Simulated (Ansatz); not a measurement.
Process, species as SMILES: [BH2-][NH3+] (BH2-NH3) → [BH2-2][NH3+] (an electron is taken up)
B3LYP-D3(BJ)/def2-TZVP geometries, fixed; electronic energies without zero-point terms; positive where energy is released.

Effect of a fitting basis named in the input at MP2/cc-pVTZ with Ansatz (an electronic-structure program), against the last row, where the adiabatic electron affinity is -1.73 eV (the electron is unbound at this level). Cores are frozen. A restricted Hartree-Fock determinant is unstable towards unrestricted orbitals. Open shells are unrestricted. The default fits or decomposes integrals by the program's own choice; accuracy: high also tightens integrals, grids and stops.

```csv
setting,largest shift of a total energy (mEh),shift of the adiabatic electron affinity (eV)
fitting: def2-universal-jkfit and def2-SVP-RIFIT,-0.656,-0.006
fitting: def2-universal-jkfit and cc-pVDZ-RIFIT,-0.191,-0.010
fitting: def2-universal-jkfit and cc-pVTZ-RIFIT,0.222,-0.004
fitting: def2-universal-jkfit and aug-cc-pVTZ-RIFIT,0.092,0.000
fitting: def2-universal-jkfit and cc-pVQZ-RIFIT,0.111,-0.001
fitting: def2-universal-jkfit and aug-cc-pVQZ-RIFIT,0.067,0.000
accuracy: high,-0.002,0.000
accuracy: medium (default),0.000,0.000
```

Within 0.002 eV in the adiabatic electron affinity: fitting: def2-universal-jkfit and aug-cc-pVTZ-RIFIT; fitting: def2-universal-jkfit and cc-pVQZ-RIFIT; fitting: def2-universal-jkfit and aug-cc-pVQZ-RIFIT; accuracy: high. The largest shift is 0.656 mEh in a total energy and 0.010 eV in the difference.
